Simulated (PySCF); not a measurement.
# Electronic structure of Os(2+) (osmium, charge +2) at the UHF level

Configuration: [Xe] 4f14 5d5 6s1, high-spin 7S determinant (an excited configuration). All numbers are calculated (PySCF 2.14, the spin-free X2C one-electron Hamiltonian (Gaussian nucleus), in ANO-RCC-VTZP (8s7p5d3f2g1h, 104 functions)).

```json
{
 "Total energy": "-17248.602452 hartree",
 "One-electron energy": "-23609.0544 hartree",
 "Hartree (Coulomb) energy": "6699.8069 hartree",
 "Exchange energy": "-339.3549 hartree",
 "⟨S²⟩": "12.0055",
 "⟨L²⟩": "0.000",
 "Sum of ⟨r⟩": "39.93 bohr",
 "Sum of ⟨r²⟩": "45.41 bohr²",
 "Langevin diamagnetic susceptibility": "-36.0 ×10⁻⁶ cm³/mol"
}
```

```
shell  electrons  mean orbital energy (hartree)  rms radius, mean of both spins (bohr)
 1s α          1                    -2729.67033                                 0.0200
 1s β          1                    -2729.66917                                 0.0200
 2s α          1                     -481.37928                                 0.0809
 2s β          1                     -481.35659                                 0.0809
 2p α          3                     -420.67151                                 0.0739
 2p β          3                     -420.65001                                 0.0739
 3s α          1                     -114.98474                                  0.207
 3s β          1                     -114.97797                                  0.207
 3p α          3                      -96.76765                                  0.209
 3p β          3                      -96.76230                                  0.209
 3d α          5                      -75.61993                                  0.191
 3d β          5                      -75.60322                                  0.191
 4s α          1                      -26.13158                                  0.459
 4s β          1                      -26.10095                                  0.459
 4p α          3                      -20.02319                                  0.488
 4p β          3                      -19.99523                                  0.488
 4d α          5                      -12.15479                                  0.526
 4d β          5                      -12.11251                                  0.526
 5s α          1                       -4.84084                                   1.08
 5s β          1                       -4.59058                                   1.08
 4f α          7                       -3.38300                                  0.609
 4f β          7                       -3.35319                                  0.609
 5p α          3                       -3.20568                                   1.24
 5p β          3                       -2.85154                                   1.24
 5d α          5                       -1.22319                                   1.75
 6s α          1                       -0.94658                                   2.81
```

Spin-orbit coupling, which splits the p, d and f shells strongly at this Z, is absent.

Densities and radii are taken from the X2C orbitals without a picture-change correction, which distorts them close to the nucleus.

Spin-orbit constants ζ (cm⁻¹) from the X2C one-electron operator on these orbitals: bare nucleus, nucleus screened by l(l+1)(2l+1)/3 electrons, and screened by the Breit-Pauli mean field of the electrons.

```
shell     bare  screened nucleus  mean field
   2p  7733000           7529000         n/a
   3p  1704000           1659000         n/a
   3d   264300            229500         n/a
   4p   394800            384400         n/a
   4d    53340             46320         n/a
   4f     9992              6311         n/a
   5p    56220             54740         n/a
   5d     4389              3811         n/a
```
